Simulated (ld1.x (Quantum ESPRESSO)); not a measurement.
**PBE TM dataset for Co (Z = 27), scalar-relativistic all-electron reference.**

ld1.x (Quantum ESPRESSO) 7.5 input, shortened:

```
&input
   title='Co', zed=27., rel=1, dft='PBE', iswitch=3,
   config='[Ar] 3d7.5 4s1.5 4p0 4f-2'
 /
 &inputp
   pseudotype=2, tm=.true., lloc=-1, rcloc=1.15,
   nlcc=.true., new_core_ps=.true., rcore=0.55
 /
4
4S  1  0   1.50   0.00  1.85  1.85  0.0
3P  2  1   6.00   0.00  0.90  0.90  0.0
3D  3  2   7.50   0.00  1.05  1.05  0.0
4F  4  3  -2.00   0.15  1.50  1.50  0.0
 &test
   configts(1)='3p6 3d7.5 4s1.5 4p0'
 /
```

All-electron outer shells of the reference configuration (PBE, scalar-relativistic, ld1.x):

| shell | level (eV) | outermost node (bohr) | outermost maximum (bohr) |
| --- | --- | --- | --- |
| 2p | -767.07 | – | 0.17 |
| 3s | -99.81 | 0.31 | 0.67 |
| 3p | -63.12 | 0.28 | 0.68 |
| 3d | -6.04 | – | 0.67 |
| 4s | -4.89 | 0.96 | 2.38 |
| 4p | -1.03 | 1.06 | 3.46 |

Calculated quality:

| Quantity | Value |
| --- | --- |
| Cutoffs needed | 180 Ry and 300 Ry (the cutoffs (Ry, on a coarse ladder) from which the occupation-weighted sum of valence levels, in a spherical-Bessel basis at the reference potential, stays within 10 and 1 mRy of its value at 400 Ry) |
| Ghost test | ghost state, extra bound levels that the all-electron valence spectrum of the same l lacks: s at -88.5 eV; a true bound ghost makes a file unfit for plane-wave use (spherical-Bessel basis up to 400 Ry, 20 bohr box) |
| Largest excitation error | -187 meV (all-electron minus pseudo) for 3p5 3d7 4s2 4p0, out of 7 test configurations |

Generation and tests took about 1.9 s on one core of a shared server CPU.
